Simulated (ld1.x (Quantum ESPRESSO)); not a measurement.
Before and after: TM potential for beryllium

```
Element                 : beryllium (Be)
Generator               : ld1.x (Quantum ESPRESSO) 7.5
Type                    : norm-conserving Troullier–Martins (Kleinman–Bylander form)
Functional              : PBEsol
Relativity              : non-relativistic
Frozen core             : [He]
Valence charge          : 2
Reference configuration : 2s1 2p1
Partial waves           : 2p (bound): rc 4.20 bohr; 2s (bound): rc 1.55 bohr
Local potential         : the s channel
Core correction         : a·sin(br)/r model core inside 0.90 bohr
```

Change: wave 2p (bound): rc 4.20 bohr becomes 2p (bound): rc 4.98 bohr.

Cutoffs: the cutoffs (Ry, on a coarse ladder) from which the occupation-weighted sum of valence levels, in a spherical-Bessel basis at the reference potential, stays within 10 and 1 mRy of its value at 400 Ry; they do not see the model core or the augmentation charge, which bear on the density cutoff. Errors are all-electron minus pseudo energies relative to the spin-unpolarised reference configuration.

Question: Predict the effect on cutoff, ghosts and configuration errors.

Answer: The potential gets neither clearly harder nor softer (8 Ry and 15 Ry → 8 Ry and 15 Ry); of the 5 tests that both files solve, the error grows in 5 and shrinks in 0 by more than 15 % and 0.3 meV (median size 25.1 → 38.1 meV); neither file shows a bound ghost. More of the atom is replaced by a form fitted at one configuration, so other configurations suffer.

```tsv
quantity	base	changed
cutoff, loose	8 Ry	8 Ry
cutoff, tight	15 Ry	15 Ry
bound ghosts	none	none
error for 2s2 2p0, meV [ΔE -3.59 eV]	-23	-37
error for 2s1 2p0, meV [ΔE 5.86 eV]	+74	+136
error for 2s1.5 2p0, meV [ΔE 0.13 eV]	+16	+37
error for 2s0 2p2, meV [ΔE 3.62 eV]	-25	-38
error for 2s0 2p1, meV [ΔE 9.77 eV]	-67	-103
```
